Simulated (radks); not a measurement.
Values are calculated unless marked as measured or tabulated.
Neutral helium inside a hard spherical wall (all orbitals vanish at R), configuration held at [He] and not refilled when levels cross. Code: a radial shooting solver on a logarithmic mesh with Libxc functionals. Model: scalar-relativistic Kohn-Sham, PBE, spin-polarised, spherical densities, point nucleus. Eigenvalues in eV for spin up, with the zero of energy where the potential of the charges vanishes at infinity; a dash marks a level that is unbound or too diffuse for the functional's potential to be trusted. A positive occupied level is held by the wall or, in an anion where self-interaction has pushed it up, behind a barrier. The pressure on the wall is -dE/dV.

[
 {"R (bohr)": "free", "E (hartree)": "-2.89307", "kinetic (hartree)": "2.856", "e(1s)": "-15.764", "e(2s, empty)": "-", "e(2p, empty)": "-", "pressure (GPa)": "0"},
 {"R (bohr)": "15", "E (hartree)": "-2.89307", "kinetic (hartree)": "2.856", "e(1s)": "-15.764", "e(2s, empty)": "-", "e(2p, empty)": "-", "pressure (GPa)": "< 0.0001"},
 {"R (bohr)": "10", "E (hartree)": "-2.89307", "kinetic (hartree)": "2.856", "e(1s)": "-15.764", "e(2s, empty)": "-", "e(2p, empty)": "-", "pressure (GPa)": "< 0.0001"},
 {"R (bohr)": "6", "E (hartree)": "-2.89301", "kinetic (hartree)": "2.857", "e(1s)": "-15.755", "e(2s, empty)": "3.967", "e(2p, empty)": "4.800", "pressure (GPa)": "0.00928"},
 {"R (bohr)": "5", "E (hartree)": "-2.89251", "kinetic (hartree)": "2.862", "e(1s)": "-15.709", "e(2s, empty)": "6.739", "e(2p, empty)": "6.963", "pressure (GPa)": "0.111"},
 {"R (bohr)": "3.5", "E (hartree)": "-2.88010", "kinetic (hartree)": "2.937", "e(1s)": "-15.005", "e(2s, empty)": "18.897", "e(2p, empty)": "15.052", "pressure (GPa)": "5.18"},
 {"R (bohr)": "2.5", "E (hartree)": "-2.78636", "kinetic (hartree)": "3.318", "e(1s)": "-11.685", "e(2s, empty)": "47.461", "e(2p, empty)": "31.768", "pressure (GPa)": "85.8"}
]
